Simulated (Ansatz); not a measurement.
Several settings on one geometry of the cluster Ag2Cl (the lowest doublet isomer of a short search) (that of the charge 0 doublet, PBE-D4/def2-TZVP). Ansatz on 4 threads of Arm Neoverse V1 on a shared host; times are rough.

```xyz
3

Ag   -0.410    1.474   -0.023
Ag    1.123   -0.590    0.856
Cl   -0.712   -0.884   -0.833
```

Totals from different functionals, basis sets or treatments of relativity can't be compared as stabilities.

In the def2 sets Ag takes a core potential; there is no spin–orbit coupling. LC-ωPBE has ω = 0.4 bohr⁻¹. Correlated methods freeze no core orbitals; core or outer-core shells of Ag are correlated, in sets that lack core-valence functions.

The spins typed aren't always the lowest for that charge.

(1) Give the basis size and estimate the energy, ⟨S²⟩ and time of these runs.

| run | method | charge | state | further keys |
| --- | --- | --- | --- | --- |
| 1 | UKS B97M-V/def2-mTZVP | 0 | quartet | scf: {omitted_lower_state_checks: [starts]} |
| 2 | ROHF, ccsd/def2-mTZVPP | 0 | doublet | electrons: all; scf: {lower_state_search: off} |
| 3 | ROKS revPBE0-D3(BJ)-ATM/def2-SVP | 0 | doublet | scf: {omitted_lower_state_checks: [starts]} |
| 4 | UKS LC-ωPBE/def2-mTZVPP | 0 | doublet | final_grid: {core_spheres: 20, valence_spheres: 16, degree: 47}; scf: {omitted_lower_state_checks: [starts]}; forces asked |

Results:

(1) 
| run | functions | energy (Eh) | ⟨S²⟩ | wall time |
| --- | --- | --- | --- | --- |
| 1 | 88 | -753.9717 | 3.75 | 8 s |
| 2 | 93 | -752.4019 | – | 12 s |
| 3 | 80 | -753.9988 | – | 2 s |
| 4 | 93 | -754.1394 | 0.76 | 4.3 s |
